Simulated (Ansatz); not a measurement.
Method: frozen-core CCSD(T)/cc-pVTZ // B3LYP-D3(BJ)/def2-TZVP (Ansatz, a quantum-chemistry and plane-wave program).

Ansatz 0.2 input:
```yaml
crystal:
  periodic: [false, false, false]
  atoms:
    - { symbol: C, position_ang: [1.456267, -0.240632, -0.239955] }
    - { symbol: B, position_ang: [-0.044193, 0.184615, 0.015874] }
    - { symbol: C, position_ang: [-1.182257, -0.904928, 0.139867] }
    - { symbol: N, position_ang: [-0.3687, 1.541592, 0.134948] }
    - { symbol: H, position_ang: [1.810014, -0.906992, 0.553423] }
    - { symbol: H, position_ang: [2.153848, 0.598424, -0.303641] }
    - { symbol: H, position_ang: [1.541825, -0.814387, -1.168521] }
    - { symbol: H, position_ang: [-1.230058, -1.518864, -0.765348] }
    - { symbol: H, position_ang: [-2.179271, -0.491916, 0.313262] }
    - { symbol: H, position_ang: [-0.964143, -1.599608, 0.957542] }
    - { symbol: H, position_ang: [-1.305434, 1.872753, 0.297301] }
    - { symbol: H, position_ang: [0.312102, 2.279941, 0.065249] }
basis:
  gaussian: { orbitals: cc-pVTZ }
correlation:
  method: ccsd_t
```

Output:

```
Functional definition: HF
1297 factors; integrals over basis functions are off by at most 1.1e-3 eV
mean field evaluation 1: about -4340.0298 eV, gradient 4.3e1 eV
mean field evaluation 2: about -4340.0297 eV, gradient 4.3e1 eV
mean field evaluation 4: about -4344.3371 eV, gradient 3.5e0 eV
mean field evaluation 8: about -4344.3862 eV, gradient 2.1e-4 eV
mean field evaluation 16: about -4344.3880 eV, gradient 2.1e-1 eV
mean field -4344.38618644 eV, -159.6532476209 hartree, gradient 2.5e-6 eV, S^2 0.000000; 0 other end points of the search recorded, 0 dependent functions left out
4 core orbitals not correlated
reference -4344.38618644 eV, -159.6532476209 hartree; 12, 12 occupied and 216, 216 virtual orbitals, 1297 factors
second order -18.44662401 eV of doubles, -0.00000000 eV of singles
cycle   1  -19.12416616 eV  change   -6.8e-1 eV  update   8.0e-2
cycle   2  -19.54373891 eV  change   -4.2e-1 eV  update   2.3e-2
cycle   3  -19.61290675 eV  change   -6.9e-2 eV  update   1.1e-2
cycle   4  -19.60730945 eV  change    5.6e-3 eV  update   3.1e-3
cycle   5  -19.60758926 eV  change   -2.8e-4 eV  update   1.5e-3
cycle   6  -19.60751711 eV  change    7.2e-5 eV  update   4.2e-4
cycle   7  -19.60741467 eV  change    1.0e-4 eV  update   1.2e-4
cycle   8  -19.60743419 eV  change   -2.0e-5 eV  update   3.7e-5
cycle   9  -19.60743421 eV  change   -1.5e-8 eV  update   9.7e-6
perturbative correction -0.73991233 eV, -0.0271912767 hartree
Total energy: -4364.73353298 eV, -160.4009988144 hartree
```

Cost: very roughly 3 core-minutes.
